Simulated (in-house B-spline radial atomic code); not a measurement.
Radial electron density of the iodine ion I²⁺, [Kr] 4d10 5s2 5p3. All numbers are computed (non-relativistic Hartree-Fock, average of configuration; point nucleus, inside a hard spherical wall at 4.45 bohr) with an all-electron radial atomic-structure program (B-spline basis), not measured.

Columns: r (bohr), 4πr²n(r) (electrons per bohr), bar.

```
 0.00125    1.807 #
 0.00152    2.597 #
 0.00186    3.751 ##
 0.00227    5.349 ###
 0.00277    7.554 ####
 0.00339     10.6 #####
 0.00413    14.54 #######
 0.00505    19.73 ##########
 0.00616    26.11 #############
 0.00752    33.72 #################
 0.00918    42.22 #####################
  0.0112     50.9 ##########################
  0.0137    58.82 ##############################
  0.0167    64.43 #################################
  0.0204    66.77 ##################################
  0.0249    65.48 #################################
  0.0304    61.85 ###############################
  0.0371    58.89 ##############################
  0.0453    60.25 ###############################
  0.0553    67.76 ##################################
  0.0675    78.88 ########################################
  0.0824    86.86 ############################################
   0.101    85.12 ###########################################
   0.123    74.67 ######################################
    0.15    64.87 #################################
   0.183    65.07 #################################
   0.223     72.2 #####################################
   0.273    71.78 ####################################
   0.333    55.53 ############################
   0.406    34.16 #################
   0.496    23.89 ############
   0.605    26.17 #############
   0.739    28.25 ##############
   0.902    22.62 ###########
     1.1    13.63 #######
    1.34    7.403 ####
    1.64    4.788 ##
       2    3.634 ##
    2.45    2.338 #
    2.99    1.054 #
    3.64   0.2538 
    4.41 0.0005304
```

On this grid the curve has 4 maxima, near 0.0204, 0.0824, 0.223, 0.739 bohr.

The 5p radial function P(r) = rR(r), positive near the nucleus:

| r (bohr) | P |
| --- | --- |
| 0.00186 | 0.0008301 |
| 0.00277 | 0.001797 |
| 0.00413 | 0.003853 |
| 0.00616 | 0.008119 |
| 0.00918 | 0.01663 |
| 0.0137 | 0.0328 |
| 0.0204 | 0.0606 |
| 0.0304 | 0.1019 |
| 0.0453 | 0.147 |
| 0.0675 | 0.1605 |
| 0.101 | 0.08228 |
| 0.183 | -0.1926 |
| 0.273 | -0.2119 |
| 0.406 | 0.09642 |
| 0.605 | 0.383 |
| 0.902 | 0.1137 |
| 1.34 | -0.509 |
| 2 | -0.7989 |
| 2.99 | -0.4969 |
| 4.41 | -0.0117 |
